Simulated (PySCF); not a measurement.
# C₆ coefficients of unlike pairs at PBE0

Calculated with PySCF 2.14 from the dipole response of each species, C₆(A,B) = (3/π) ∫ α_A(iu) α_B(iu) du, in atomic units, from isotropic polarisabilities. For ions this is the dispersion term alone; charge-induced terms of lower order in 1/R come first.

```csv
species,configuration,basis,relativity,α (bohr³),C₆ (like pair)
Si²⁺,[Ne] 3s2 (1S),def2-QZVPPD (10s6p5d2f1g),none,11.94,41.45
Ni³⁺,[Ar] 3d7 (4F),aug-cc-pwCVTZ-DK (10s9p7d4f3g),spin-free X2C,1.694,4.023
Sn⁺,[Kr] 4d10 5s2 5p1 (2P),"aug-cc-pVTZ-PP with one added diffuse shell each of d, f type with ECP28MDF (6s5p5d3f)",core potential,27.23,203.3
C³⁺,[He] 2s1 (2S),aug-cc-pVTZ (5s4p3d2f),none,3.181,2.545
```

Question: Estimate C₆ for Ni³⁺ with Si²⁺.

Answer: The integral gives 9.859. The combination rule 2 C_A C_B / (C_A α_B/α_A + C_B α_A/α_B) gives 9.741 and the geometric mean 12.91.

No spin-orbit coupling is included.

The other pairs:

```json
{"pair": "C³⁺, Sn⁺", "C₆": "22.71"}
{"pair": "Sn⁺, Si²⁺", "C₆": "91.73"}
{"pair": "C³⁺, Ni³⁺", "C₆": "2.384"}
{"pair": "Sn⁺, Ni³⁺", "C₆": "22.09"}
{"pair": "C³⁺, Si²⁺", "C₆": "10.25"}
```
